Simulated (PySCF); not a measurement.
## Bond curve of AsC

Set-up: PySCF, scalar-relativistic core potentials, basis sets As aug-cc-pVDZ-PP with ECP10, C aug-cc-pVDZ. Energies in eV from As + C in their ground configurations at the same level. State: ²Σ⁺ (doublet), unpaired electrons σ ↑.

All columns are PBE0. A positive dipole means As(−)C(+).

```csv
R (Å),E (eV),μ (D),Mulliken charge on As (basis-dependent),HOMO (eV),LUMO (eV),Mayer bond order,⟨S²⟩
1.440,-2.419,-1.24,0.29,-8.45,-3.94,2.88,0.77
1.508,-3.406,-1.32,0.29,-8.21,-4.11,2.84,0.78
1.575,-3.952,-1.38,0.30,-8.00,-4.26,2.80,0.79
1.625,-4.146,-1.42,0.31,-7.85,-4.36,2.76,0.81
1.675,-4.200,-1.45,0.33,-7.72,-4.45,2.70,0.83
1.725,-4.149,-1.46,0.34,-7.60,-4.52,2.63,0.88
1.792,-3.965,-1.45,0.36,-7.46,-4.57,2.47,1.00
1.876,-3.629,-1.43,0.38,-7.35,-4.60,2.18,1.22
1.976,-3.163,-1.44,0.39,-7.29,-4.61,1.84,1.51
```

A fit through these points gives, at Re = 1.673 Å, μ = -1.45 D and dμ/dR = -0.434 D/Å; the reduced mass is 10.34 u.

Task: How strong is the fundamental in the double-harmonic approximation, I = 42.26·(dμ/dR)²/μred km/mol?

Result: I = 42.26·(-0.434)²/10.34 = 0.770 km/mol at PBE0.

⟨S²⟩ of the unrestricted solution departs from its pure value on part of the curve, where spin states mix. Spin–orbit coupling is left out. The state was picked by a PBE0 search and need not be the measured ground state.
